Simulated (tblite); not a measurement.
C7H9O (doublet state).
Geometry (GFN2-xTB, Å), atoms numbered from 1 in this order:
```
atom  x, y, z in Å
O1     2.9895    0.9056   -0.9844
C2     1.8085    0.9052   -1.1510
C3     0.6841    0.3489   -0.4099
C4    -0.5959    1.1899   -0.2901
C5    -1.4879    0.1692    0.4515
C6    -0.4957   -0.9903    0.5552
C7     0.7812   -0.2790    1.0170
C8     0.1058   -1.0145   -0.8571
H9    -0.4264    2.0985    0.2859
H10   -0.9906    1.4663   -1.2663
H11   -1.8034    0.5261    1.4309
H12   -2.3749   -0.1014   -0.1198
H13   -0.8394   -1.9022    1.0359
H14    1.6393   -0.9354    1.1283
H15    0.7071    0.4038    1.8595
H16   -0.5783   -1.0037   -1.7021
H17    0.8700   -1.7749   -0.9934
```

All values are computed: GFN2-xTB (tblite) harmonic vibrations without scaling, gas phase. Errors from tens to a few hundred cm⁻¹ against measured bands are possible. One conformer, not necessarily the lowest. Open shells enter through the occupations alone, without spin polarisation, and single modes of such species can be off by tens of per cent.

Harmonic wavenumbers (cm⁻¹): 51.9, 160.5, 282.4, 342.0, 419.5, 447.9, 517.6, 622.2, 703.4, 841.9, 845.5, 893.7, 934.0, 945.8, 969.5, 983.0, 998.4, 1008.4, 1034.9, 1077.4, 1086.0, 1129.8, 1139.8, 1177.0, 1191.7, 1194.5, 1209.7, 1229.6, 1248.3, 1287.9, 1291.3, 1471.7, 1483.5, 1485.8, 1511.0, 1894.3, 2992.6, 3005.3, 3007.0, 3012.9, 3015.1, 3017.3, 3019.5, 3029.8, 3039.4.

A = 4512, B = 1689, C = 1551 MHz; mass 109.065 u (most abundant isotopes); point group C1, symmetry number 1; spin multiplicity 2.

What is the zero-point energy?

½Σν̃ = 31125 cm⁻¹ = 88.99 kcal/mol.

What is S at 298.15 K and 1 bar for an ideal gas of classical rigid rotors and harmonic oscillators?

Translation 40.00, rotation 27.70, vibration 14.83, spin (R ln 2) 1.38: S = 83.9 cal/(mol K).

And Cp and H(298.15 K) − H(0)?

Cp = 28.32 cal/(mol K), of which vibrations give 20.37 (their classical limit is 45 R = 89.4); H(298.15 K) − H(0) = 4.88 kcal/mol without the zero-point energy, 2.51 from vibrations.

Which modes carry the vibrational entropy at 298.15 K?

51.9 cm⁻¹: 4.74; 160.5 cm⁻¹: 2.54; 282.4 cm⁻¹: 1.52; 342.0 cm⁻¹: 1.20; 419.5 cm⁻¹: 0.89; 447.9 cm⁻¹: 0.80 cal/(mol K); the other 39 give 3.13 together.

Blend soft modes into free rotors: weight 1/[1 + (100 cm⁻¹/ν̃)⁴] for the oscillator and the rest for a rotor with moment μB/(μ + B), μ = h/(8π²ν), B = 10⁻⁴⁴ kg m². What vibrational entropy results?

13.67 cal/(mol K) in place of 14.83, which changes −T·S at 298.15 K by +0.35 kcal/mol.

Hindered rotation and anharmonicity are outside this model. Other conformers, if any are populated, would add a mixing term that is left out. The structure is chiral; the term R ln 2 for an equal mix with its mirror image is left out.
